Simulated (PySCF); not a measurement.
A calculated (LDA, PySCF 2.14, ANO-RCC-VTZP, the spin-free X2C one-electron Hamiltonian (Gaussian nucleus)) atom or ion has these occupied shells.

```csv
shell,electrons,orbital energy (eV),"rms radius, mean of both spins (bohr)"
1s β,1,-4846.2,0.0805
1s α,1,-4846.2,0.0805
2s α,1,-528.23,0.354
2s β,1,-527.53,0.354
2p α,3,-436.92,0.322
2p β,3,-436.37,0.322
3s α,1,-56.491,1.10
3s β,1,-54.178,1.10
3p α,3,-33.277,1.21
3p β,3,-30.951,1.21
3d α,4,-0.490,2.46
```

(1) Name the element and its charge.

Answers

(1) Ti (titanium, neutral), in [Ar] 3d4, high-spin 5D determinant (an excited configuration).
